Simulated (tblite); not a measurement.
C2H13O2PSi3.
SMILES with atom numbers: `[CH3:1][O:2][SiH2:3][O:4][Si@H:5]([PH2:6])[CH2:7][SiH3:8]` (hydrogens: H9, H10, H11 on C1; H12, H13 on Si3; H14 on Si5; H15, H16 on P6; H17, H18 on C7; H19, H20, H21 on Si8)

Cartesian coordinates in Å at the GFN2-xTB level; atoms count from 1:
```xyz
21
C2H13O2PSi3 angstrom
C      2.4767   -0.4001    0.9285
O      2.0356   -1.1887   -0.1378
Si     1.4223   -0.7361   -1.5618
O      0.1891    0.3109   -1.4009
Si    -0.9073    1.1019   -0.5099
P      0.1853    2.7980    0.4880
C     -1.6684    0.0364    0.8653
Si    -2.0755   -1.7490    0.3623
H      2.4962   -1.0222    1.8247
H      1.8083    0.4512    1.0929
H      3.4820   -0.0201    0.7308
H      0.9107   -2.0010   -2.0507
H      2.3627   -0.0003   -2.4019
H     -1.8967    1.4937   -1.5193
H      0.3007    3.5703   -0.6532
H     -0.9620    3.4568    0.8901
H     -0.9914    0.0121    1.7215
H     -2.5762    0.5267    1.2172
H     -2.9161   -1.7457   -0.8376
H     -0.8531   -2.5150    0.1335
H     -2.8319   -2.3628    1.4628
```

Level: GFN2-xTB in tblite, geometry and Hessian alike; calculated harmonic values, unscaled, isolated species. Errors from tens to a few hundred cm⁻¹ against measured bands are possible. Modes of hydrogen on phosphorus and silicon can be 10 to 20 % off. One conformer, not necessarily the lowest.

Harmonic wavenumbers (cm⁻¹): 26.6, 35.5, 53.8, 69.8, 88.3, 91.0, 99.1, 117.9, 125.5, 146.5, 184.8, 202.6, 237.4, 338.2, 450.3, 489.1, 523.8, 561.0, 576.7, 594.7, 603.9, 649.0, 669.5, 684.6, 703.8, 731.1, 739.9, 775.5, 782.0, 791.2, 797.3, 808.8, 833.7, 1012.7, 1065.4, 1124.6, 1133.0, 1135.6, 1148.1, 1165.2, 1413.3, 1451.1, 1477.0, 1480.6, 2207.9, 2215.6, 2251.9, 2273.0, 2291.8, 2304.5, 2374.4, 2390.5, 2928.7, 2956.1, 2957.2, 2981.2, 2983.8.

A = 868.0, B = 855.6, C = 561.4 MHz; mass 183.996 u (most abundant isotopes); point group C1, symmetry number 1.

Task: What is the zero-point energy?

Result: Half the sum of the wavenumbers: 30653 cm⁻¹ = 87.64 kcal/mol.

Task: Give the ideal-gas entropy at 298.15 K and 1 bar in the rigid-rotor, harmonic-oscillator model (classical rotation).

Result: Translation 41.56, rotation 31.02, vibration 55.12: S = 127.7 cal/(mol K).

Task: And Cp and H(298.15 K) − H(0)?

Result: Cp = 53.91 cal/(mol K), of which vibrations give 45.96 (their classical limit is 57 R = 113.3); H(298.15 K) − H(0) = 10.16 kcal/mol without the zero-point energy, 7.79 from vibrations.

Task: Blend soft modes into free rotors: weight 1/[1 + (100 cm⁻¹/ν̃)⁴] for the oscillator and the rest for a rotor with moment μB/(μ + B), μ = h/(8π²ν), B = 10⁻⁴⁴ kg m². What vibrational entropy results?

Result: 48.31 cal/(mol K) in place of 55.12, which changes −T·S at 298.15 K by +2.03 kcal/mol.

Task: How do the functions run with temperature in this model?

Result: 
```
T (K)  S (cal/(mol K))  Cp (cal/(mol K))  H − H(0) (kcal/mol)  G − H(0) (kcal/mol)  ln q(vib)
  100             84.9              29.0                 1.96                -6.54       4.74
  200            108.8              41.5                 5.47               -16.29      10.05
  300            128.0              54.1                10.26               -28.15      14.67
  500            160.4              72.8                23.09               -57.11      22.89
  800            198.6              89.6                47.67              -111.21      33.48
 1000            219.4              96.9                66.37              -153.07      39.66
```

q(vib) and H(0) count from the zero-point level.

Task: Which modes carry the vibrational entropy at 298.15 K?

Result: 26.6 cm⁻¹: 6.07; 35.5 cm⁻¹: 5.50; 53.8 cm⁻¹: 4.67; 69.8 cm⁻¹: 4.16; 88.3 cm⁻¹: 3.70; 91.0 cm⁻¹: 3.64 cal/(mol K); the other 51 give 27.38 together.

Hindered rotation and anharmonicity are outside this model. Other conformers, if any are populated, would add a mixing term that is left out. The structure is chiral; the term R ln 2 for an equal mix with its mirror image is left out.
